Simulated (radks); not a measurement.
Values are calculated unless marked as measured or tabulated.
All-electron atom: Tc2+ in [Kr] 4d4.5 4f0.5 (fractional occupations, a model configuration).

Level of theory: Dirac Kohn-Sham, LDA (Slater exchange, Perdew-Wang correlation), spin-unpolarised, spherical densities, finite nucleus; open shells fill j = l - 1/2 first; Fermi nuclear charge, rms radius 4.4112 fm (a radial shooting solver on a logarithmic mesh with Libxc functionals).

Energy parts (hartree):
total: -4280.67308
kinetic: 4445.24580
electron-nucleus: -10318.01719
Hartree: 1715.57378
exchange-correlation: -123.47547

Orbitals (lengths in bohr, moments of r in powers of bohr):
| orbital | occ. | eigenvalue (hartree) | <r^4> |
|---|---|---|---|
| 1s1/2 | 2 | -766.2234 | 6.543e-06 |
| 2s1/2 | 2 | -109.9744 | 0.001200 |
| 2p1/2 | 2 | -101.5406 | 0.0007926 |
| 2p3/2 | 4 | -97.20202 | 0.0008923 |
| 3s1/2 | 2 | -19.76245 | 0.06085 |
| 3p1/2 | 2 | -16.51831 | 0.06226 |
| 3p3/2 | 4 | -15.79211 | 0.06869 |
| 3d3/2 | 4 | -10.02931 | 0.06915 |
| 3d5/2 | 6 | -9.88956 | 0.07137 |
| 4s1/2 | 2 | -3.44595 | 2.392 |
| 4p1/2 | 2 | -2.49028 | 3.536 |
| 4p3/2 | 4 | -2.37908 | 3.919 |
| 4d3/2 | 4 | -0.97051 | 15.45 |
| 4d5/2 | 0.5 | -0.95845 | 16.02 |
| 5s1/2 | 0 | -0.76796 | 104.9 |
| 5p1/2 | 0 | -0.56578 | 209.0 |
| 5p3/2 | 0 | -0.55214 | 227.6 |
| 5d3/2 | 0 | -0.30785 | 1169 |
| 5d5/2 | 0 | -0.30654 | 1191 |
| 4f5/2 | 0.5 | -0.20798 | 2416 |
| 4f7/2 | 0 | -0.20797 | 2417 |
| 5f5/2 | 0 | -0.11929 | 22680 |
| 5f7/2 | 0 | -0.11928 | 22690 |

The highest occupied level is 4f5/2 at -5.659 eV. The configuration is held as typed, so some empty levels lie below it. The electron density at the nucleus is 9.971e+04 e/bohr^3.
